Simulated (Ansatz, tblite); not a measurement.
Cost and result up the ladder for the cluster SnGe₃⁺ (the lowest doublet isomer of a short search) (4 atoms). Total charge 1; doublet. Geometry: PBE-D4/def2-SVP.

Cartesian coordinates in Å:
```
Ge 1.187 -0.720 -0.507
Ge -1.266 0.599 0.473
Ge -1.070 -1.626 -0.492
Sn 1.149 1.747 0.525
```

Ansatz on 4 threads of Arm Neoverse V2 on a shared host; xTB runs through tblite on one thread. Times are rough, summed over both states, and most runs start from the orbitals of an earlier one. ωB97X-V/def2-TZVP serves as the yardstick here, not as an exact answer. Differences are given only for rows in sets of like size (and for xTB, whose basis is part of the method), since another set adds its own error. The other state is a quartet at its own geometry.

In the def2 sets Sn takes a core potential; there is no spin–orbit coupling. The xTB rows come from tblite. HSE06 is defined as in plane-wave codes, on full-range PBE exchange. Correlated methods freeze 31 core orbitals; core or outer-core shells of Ge, Sn are correlated, in sets that lack core-valence functions. The rows differ in basis, and correlated rows in double-zeta sets carry the largest basis error. In CCSD on the charge 1 doublet the largest single amplitude is 0.21, so its Hartree–Fock determinant may place the open shell otherwise than the density functionals do. The structure comes from a short search, and lower isomers may exist.

Run but left out: HF/STO-3G, HF/def2-SVP, HF/def2-TZVP, MP2/def2-SVP, MP2/def2-TZVP (doublet: ⟨S²⟩ 1.28 to 1.95, where a pure state has 0.75).

Correlated methods converge slowly with the basis, most of all in double-zeta sets.

xTB has no spin-polarisation term.

```tsv
level	functions	wall time
GFN1-xTB	36	0.008 s
GFN2-xTB	36	0.02 s
PBE-D4/def2-TZVP	194	11 s
HSE06-D4/def2-TZVP	194	18 s
PBE0-D4/def2-TZVP (with forces)	194	22 s
r2SCAN-D4/def2-TZVP	194	34 s
ωB97X-V/def2-TZVP	194	59 s
CCSD(T)/def2-SVP	122	2 min
```

Estimate what each level gives for the quartet − doublet (eV).


```json
{"level": "GFN1-xTB", "quartet − doublet (eV)": "1.09", "difference from ωB97X-V/def2-TZVP (eV)": "-0.32", "remarks": "–"}
{"level": "GFN2-xTB", "quartet − doublet (eV)": "1.49", "difference from ωB97X-V/def2-TZVP (eV)": "0.08", "remarks": "–"}
{"level": "PBE-D4/def2-TZVP", "quartet − doublet (eV)": "1.47", "difference from ωB97X-V/def2-TZVP (eV)": "0.06", "remarks": "–"}
{"level": "HSE06-D4/def2-TZVP", "quartet − doublet (eV)": "1.39", "difference from ωB97X-V/def2-TZVP (eV)": "-0.03", "remarks": "–"}
{"level": "PBE0-D4/def2-TZVP (with forces)", "quartet − doublet (eV)": "1.39", "difference from ωB97X-V/def2-TZVP (eV)": "-0.02", "remarks": "–"}
{"level": "r2SCAN-D4/def2-TZVP", "quartet − doublet (eV)": "1.40", "difference from ωB97X-V/def2-TZVP (eV)": "-0.01", "remarks": "–"}
{"level": "ωB97X-V/def2-TZVP", "quartet − doublet (eV)": "1.41", "difference from ωB97X-V/def2-TZVP (eV)": "0.00", "remarks": "–"}
{"level": "CCSD(T)/def2-SVP", "quartet − doublet (eV)": "1.50", "difference from ωB97X-V/def2-TZVP (eV)": "–", "remarks": "spin-contaminated (⟨S²⟩ 1.28) (doublet), spin-contaminated (⟨S²⟩ 3.97) (quartet)"}
```
